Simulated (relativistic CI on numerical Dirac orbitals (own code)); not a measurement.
Magnetism of W³⁺, 5d3, in a crystal field

Calculated by Dirac-Coulomb-Breit CI, separate exchange-only KLI orbitals for each configuration, model QED, valence Slater integrals scaled by 0.9, one configuration in a parametric crystal field (own radial code). With so little scaling, terms lie 10 to 35 % too far apart, which can change the order of excited levels.

Field parameters in Wybourne normalisation: D3d B²₀ = −7Dσ, B⁴₀ = −14Dq − 21Dτ, B⁴₃ = −14√(10/7) Dq; D4h B²₀ = −7Ds, B⁴₀ = 21(Dq − Dt), B⁴₄ = 21√(5/14) Dq; Oh B⁴₀ = 21Dq, B⁴₄ = √(5/14) B⁴₀. The field is a parameter set, without covalency.

S is read from ⟨S²⟩ = S(S + 1).

Powder χT (cm³ K mol⁻¹) by Van Vleck's formula, with temperature-independent terms:

| Field | 2 K | 5 K | 10 K | 20 K | 50 K | 100 K | 200 K | 300 K |
| --- | --- | --- | --- | --- | --- | --- | --- | --- |
| D3d, 10Dq = 44500, Dσ = 450, Dτ = 460 cm⁻¹ | 0.979 | 1.08 | 1.23 | 1.41 | 1.52 | 1.55 | 1.56 | 1.56 |
| D4h, 10Dq = 13700, Ds = 2120, Dt = -210 cm⁻¹ | 0.623 | 0.662 | 0.725 | 0.833 | 0.957 | 0.996 | 1.02 | 1.04 |
| D4h, 10Dq = 17400, Ds = 2340, Dt = 140 cm⁻¹ | 0.643 | 0.661 | 0.69 | 0.748 | 0.895 | 1.01 | 1.07 | 1.09 |
| D4h, 10Dq = 24650, Ds = 590, Dt = 390 cm⁻¹ | 0.806 | 0.869 | 0.971 | 1.12 | 1.24 | 1.27 | 1.29 | 1.3 |
| D4h, 10Dq = 31350, Ds = 2150, Dt = -80 cm⁻¹ | 0.919 | 1.03 | 1.18 | 1.32 | 1.4 | 1.42 | 1.43 | 1.43 |
| D4h, 10Dq = 35800, Ds = 160, Dt = 40 cm⁻¹ | 1.32 | 1.44 | 1.47 | 1.48 | 1.48 | 1.48 | 1.49 | 1.5 |
| Oh, 10Dq = 18650 cm⁻¹ | 1.18 | 1.18 | 1.18 | 1.18 | 1.19 | 1.19 | 1.2 | 1.22 |
| Oh, 10Dq = 44650 cm⁻¹ | 1.55 | 1.55 | 1.55 | 1.55 | 1.55 | 1.55 | 1.56 | 1.56 |

(1) For D4h, 10Dq = 31350, Ds = 2150, Dt = -80 cm⁻¹: what effective moment follows at 300 K?

## Answers

(1) μ_eff = √(8χT) = 3.39 μB. The ground level has S = 1.48; the spin-only moment for S = 3/2 is 3.88 μB. The difference comes from the orbital moment, spin-orbit mixing of terms and temperature-independent paramagnetism, all larger in this ionic model than in covalent complexes.
